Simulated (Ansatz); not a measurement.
`[F][Al]([F])[Cl]` and `[F][Al]([F])[F]` differ in one atom or group.

Ansatz, PBE0-D4/def2-TZVP geometries, multiplicity 1. 

```csv
property,`[F][Al]([F])[Cl]`
LUMO energy (PBE/def2-TZVPP) / eV,-2.27
HOMO–LUMO gap (PBE/def2-TZVPP) / eV,6.20
HOMO energy (B3LYP/def2-TZVPP) / eV,-9.65
HOMO energy (PBE/def2-TZVPP) / eV,-8.46
LUMO energy (B3LYP/def2-TZVPP) / eV,-1.73
HOMO–LUMO gap (ωB97M-V/def2-TZVPP) / eV,12.54
```

(1) Give the same properties after the change, and the shifts. (Estimate.)

Results:

(1) The calculation gave: 
```tsv
property	`[F][Al]([F])[F]`	shift
LUMO energy (PBE/def2-TZVPP) / eV	-2.39	-0.12
HOMO–LUMO gap (PBE/def2-TZVPP) / eV	7.23	1.03
HOMO energy (B3LYP/def2-TZVPP) / eV	-11.42	-1.77
HOMO energy (PBE/def2-TZVPP) / eV	-9.62	-1.16
LUMO energy (B3LYP/def2-TZVPP) / eV	-1.89	-0.16
HOMO–LUMO gap (ωB97M-V/def2-TZVPP) / eV	14.39	1.85
```

With PBE0 the HOMO falls by 1.76 eV and the LUMO falls by 0.10 eV, so the gap widens by about 1.66 eV. PBE moves the HOMO by -1.16 eV and ωB97M-V by -2.01 eV.

B3LYP here is the variant with VWN-RPA as its local correlation; programs differ in this.
